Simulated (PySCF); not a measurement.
# Excitation energy of Si⁺ by level of theory

Si⁺ [Ne] 3s2 3p1 (2P) → Si⁺ [Ne] 3s1 3p1 3d1 (high-spin determinant), as a difference of total energies. All numbers are calculated (PySCF 2.14, the non-relativistic Hamiltonian (point nucleus), in aug-cc-pV(T+d)Z (6s5p4d2f, 55 functions)). Correlated levels: valence: [Ne] frozen. The calculations carry no spin-orbit coupling.

```
           method  excitation energy (eV)
              UHF                  13.644
              LDA                  14.061
              PBE                  13.897
             PBE0                  14.070
           r2SCAN                  13.760
             PW91                  13.915
          wB97M-V                  14.549
          LC-wPBE                  14.404
    MP2 (valence)                  14.460
SCS-MP2 (valence)                  14.831
```

Problem. How much does correlation contribute at MP2 (valence)?

Solution. 14.460 − (13.644) = 0.816 eV, measured against UHF.

The promoted electron is Rydberg-like, and one or two diffuse shells describe it only roughly, which tends to raise the upper state.

The determinant of the upper state mixes LS terms, which raises its energy above the lowest term, most at the Hartree-Fock and MP2 levels.
